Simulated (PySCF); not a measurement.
Species: C4H7FO3S.
SMILES: `C[C@]1(F)CCS(=O)(O1)=O`

A PySCF run (density fitting, gas phase, GFN2-xTB geometry) gave HOMO -7.32 eV, LUMO -0.78 eV, dipole 4.97 D and E = -880.062 Eh.

Question: Which of these levels was it?
A. OPBE/pcseg-1
B. PBE0/def2-SVPD
C. PW91/ANO-RCC-VDZP
D. PBE0/pcSseg-1
E. B3LYP/MINI

Answer: C. It is PW91/ANO-RCC-VDZP. All candidates on this geometry:

```tsv
level and settings	kind	basis functions	SCF cycles	E (Eh)	HOMO (eV)	LUMO (eV)	dipole (D)
PW91/ANO-RCC-VDZP, level shift 0.3 Eh	GGA	165	13	-880.0624	-7.32	-0.78	4.97
OPBE/pcseg-1	GGA	165	16	-879.9146	-7.29	-0.06	4.90
B3LYP/MINI, grid level 4	global hybrid	56	14	-874.4258	-8.42	-0.56	3.75
PBE0/def2-SVPD	global hybrid	255	14	-879.1976	-9.03	0.16	5.26
PBE0/pcSseg-1	global hybrid	195	14	-879.5735	-8.90	0.77	5.19
```

The nearest other candidate, by the summed differences of HOMO and LUMO, is OPBE/pcseg-1: its HOMO differs by +0.03 eV and its LUMO by +0.72 eV. Cycle counts include a coarse-grid stage where the run had one. ANO-RCC sets were contracted for a scalar-relativistic Hamiltonian, but ran non-relativistically here.
